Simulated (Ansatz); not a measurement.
Cost and result for the atomization energy of C$_{3}$H$_{7}$GaO, SMILES `C=[C]([GaH2])OC` (12 atoms, 11 bonds).

Z-matrix (Å, degrees):
```
C
O 1 1.409
H 1 1.096 2 111.1
H 1 1.096 2 111.1 3 -121.4
H 1 1.089 2 106.6 3 119.3
C 2 1.355 1 117.2 3 60.7
Ga 6 1.965 2 115.2 1 -179.9
C 6 1.341 2 125.0 1 0.1
H 7 1.569 6 116.3 2 179.9
H 7 1.566 6 121.2 2 -0.1
H 8 1.082 6 118.8 2 -180.0
H 8 1.085 6 124.4 2 0.0
```

The species carries charge 0 and has multiplicity 1. Correlated methods include outer-core shells of Ga, which these sets cover unevenly. Scalar relativity is left out up to krypton. The geometry is a stationary point of PBE0-D4/def2-TZVP. It is one conformer, not always the lowest. Program: Ansatz. All runs use 4 threads of an Arm Neoverse V2 on a shared host. Times are those of one run each, without the atoms' runs, and a repeat can differ threefold. Electronic energies, without spin–orbit coupling; frozen cores. CCSD(T)/CBS adds CCSD(T) − MP2 in def2-TZVPP to the MP2 limit, and its time is that of the two runs behind it. T1 = 0.013. With those shells the extrapolation isn't a true limit. B3LYP takes the VWN-RPA correlation (the form of Gaussian; ORCA's B3LYP/G). HSE06 is the plane-wave form, built on full-range PBE exchange.

CCSD(T)/CBS is a level of theory with its own doubt, some kJ/mol a heavy atom from the limit and from the frozen cores, so smaller differences don't rank the functionals.

```tsv
level	functions	wall time	atomization (kcal/mol)	difference from CCSD(T)/CBS	per bond
LDA (SPW92)/def2-TZVPP	270	1.4 s	1195.9	158.0	14.4
revPBE-D4/def2-TZVPP	270	2.3 s	1033.6	-4.3	-0.4
BLYP-D4/def2-TZVPP	270	2.3 s	1034.4	-3.5	-0.3
PBE0-D4/def2-TZVPP	270	3.2 s	1040.2	2.3	0.2
BHLYP-D4/def2-TZVPP	270	3.3 s	1004.4	-33.5	-3.0
HSE06-D4/def2-TZVPP	270	3.5 s	1040.9	3.0	0.3
B3LYP-D4/def2-TZVPP (with forces)	270	5.5 s	1035.4	-2.5	-0.2
r2SCANh-D4/def2-TZVPP	270	6 s	1034.7	-3.2	-0.3
CCSD(T)/def2-SVP	123	11 s	990.7	-47.2	-4.3
ωB97M-V/def2-TZVPP (with forces)	270	12 s	1038.1	0.2	0.0
MP2/def2-QZVPP	527	26 s	1043.8	5.9	0.5
CCSD(T)/def2-TZVPP	270	4.3 min	1015.3	-22.6	-2.1
CCSD(T)/CBS(def2)	–	4.7 min	1037.9	0.0	0.0
```

The D4 term adds +9.4 kcal/mol with B3LYP and +4.9 kcal/mol with PBE0; it sums over pairs of atoms, weighted by their polarisabilities, and B3LYP, whose exchange is more repulsive, gets the larger term. In def2-TZVPP, CCSD(T) changes the Hartree–Fock value by +266.6 kcal/mol (the triples alone add +16.4 kcal/mol) and MP2 by +281.8 kcal/mol; breaking electron pairs costs correlation energy, which Hartree–Fock lacks. Leaving LDA and LC-ωPBE aside and taking each functional with its dispersion term where it has one, the values, not all of them listed here, spread over 55.3 kcal/mol, from BHLYP-D4 to PBE-D4. LDA lies +142.0 kcal/mol from PBE without D4, its usual overbinding.
